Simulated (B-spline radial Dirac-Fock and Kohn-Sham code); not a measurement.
## Dipole and non-dipole photoemission parameters of Tc 2p3/2

System: the Tc atom, configuration [Kr] 4d5 5s2; threshold 2677.0 eV (tabulated edge). Calculated with a radial B-spline solver, using Dirac-Hartree-Slater photoionisation with a Latter tail; cross sections with all multipoles, angular parameters from the dipole term and its interference with E2.

For linearly polarised light dσ/dΩ = σ/(4π) [1 + β P₂(cos θ) + (δ + γ cos²θ) sin θ cos φ], with θ from the polarisation vector and φ the angle between the beam and the projection of the electron momentum on the plane normal to the polarisation.

```tsv
hν (eV)	σ (kb)	β	γ	δ
4000	71.7	1.471	0.211	0.032
5414.7	30.4	1.468	0.677	0.049
6110	21.4	1.445	0.850	0.057
6470	?	?	?	?
7440	11.9	1.391	1.116	0.073
7700	10.7	1.379	1.161	0.076
8010	9.47	1.366	1.212	0.079
8047.8	9.34	1.364	1.218	0.080
8410	8.16	1.348	1.273	0.084
9750	5.16	1.291	1.455	0.101
10200	4.48	1.272	1.508	0.107
12100	2.61	1.196	1.699	0.132
13000	2.07	1.162	1.773	0.144
```

**Question.** Give the values at 6470 eV.

**Answer.** σ = 18.0 kb, β = 1.431, γ = 0.930, δ = 0.061.
